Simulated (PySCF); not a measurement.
## What settings do to a single point of Pb2(OH)4

The sound run of Pb2(OH)4 (singlet; a saddle point, relaxed within its symmetry) uses PySCF 2.14.0, RKS PBE0, Pb def2-SVP with ECP60, O def2-SVP, H def2-SVP; non-relativistic Hamiltonian with scalar-relativistic core potentials where named; density fitting; no spin-orbit coupling, grid (50, 194), threshold 1e-8 Eh and 55 cycles, at the relaxed geometry:

```xyz
10

Pb    0.0252   -0.6296    1.8526
Pb    0.0252   -0.6296   -1.8526
O     0.9306   -1.6399    0.0000
H     1.8916   -1.5267    0.0000
O    -0.8513    0.3972    0.0000
H    -1.5050    1.1055    0.0000
O     1.6901    0.6619    2.0561
H     1.9245    1.1349    1.2491
O     1.6901    0.6619   -2.0561
H     1.9245    1.1349   -1.2491
```

There Pb1 has a Mulliken charge of 0.79 e and the dipole about the centre of mass is 3.63 D. Each run below changes one thing and starts from free metal ions and neutral atoms unless it says otherwise; with 55 cycles, smearing, a level shift and second-order steps follow where DIIS fails, and their cycles count. Energy shifts count from the sound run.

```tsv
change	outcome	cycles	energy shift (eV)	largest force component (eV/Å)	charge on Pb1 (e)	dipole about the centre of mass (D)
all coordinates × 0.94	converged	12	1.21	3.74	0.77	2.63
H8 put 1.1 Å from Pb1, limit 75 cycles	converged	13	12.16	31.23	1.04	5.05
```

Q: One further run converged with energy shift (eV) 0.0048, largest force component (eV/Å) 0.02, charge on Pb1 (e) 0.79, dipole about the centre of mass (D) 3.63. Which change was it?
A. threshold 1e-06
B. grid (99, 590)
C. start from a density of up to 30 smeared cycles (not counted)

A: B.

Q: And the other changes listed?

A: 
| change | outcome | cycles | energy shift (eV) | largest force component (eV/Å) | charge on Pb1 (e) | dipole about the centre of mass (D) |
| --- | --- | --- | --- | --- | --- | --- |
| threshold 1e-06 | converged | 11 | 0.0000 | 0.02 | 0.79 | 3.63 |
| start from a density of up to 30 smeared cycles (not counted) | converged | 7 | 0.0000 | 0.02 | 0.79 | 3.63 |

Unsound on purpose, so not properties of the compound: H8 put 1.1 Å from Pb1, limit 75 cycles.

Forces carry noise of the integration grid, about 0.01 to 0.03 eV/Å.
